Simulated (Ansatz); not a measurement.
Species: InF3, net charge -1, doublet state. 
Structure (B3LYP-D3(BJ)/def2-TZVP (Ansatz, a quantum-chemistry and plane-wave program) minimum search):
```xyz
4

In     0.0573    -0.0993    -0.2491
F     -1.7173    -0.8024     0.4724
F     -0.0768     1.9370    -0.2416
F      1.4820    -0.5941     1.1256
```
Charge -1, spin multiplicity 2.

Basis-set convergence of Hartree-Fock and CCSD correlation energies (hartree) with Ansatz. Cores are frozen in the correlated levels unless marked. Open shells are spin-unrestricted. Spin-orbit coupling is left out. Frozen are the shells of the preceding noble gas and the d and f shells that filled before the atom's block. Past Kr the def2 sets carry scalar-relativistic core potentials. This anion needs diffuse functions, which these sets lack.

```json
[
 {"basis": "def2-SVP", "functions": "68", "E(HF)": "-487.40625", "E(corr, CCSD)": "-0.62342"},
 {"basis": "def2-TZVPP", "functions": "143", "E(HF)": "[?]", "E(corr, CCSD)": "[?]"}
]
```

Task: Fill in the missing entries.

Result: 
- def2-TZVPP, E(HF): -487.80984
- def2-TZVPP, E(corr, CCSD): -0.83430
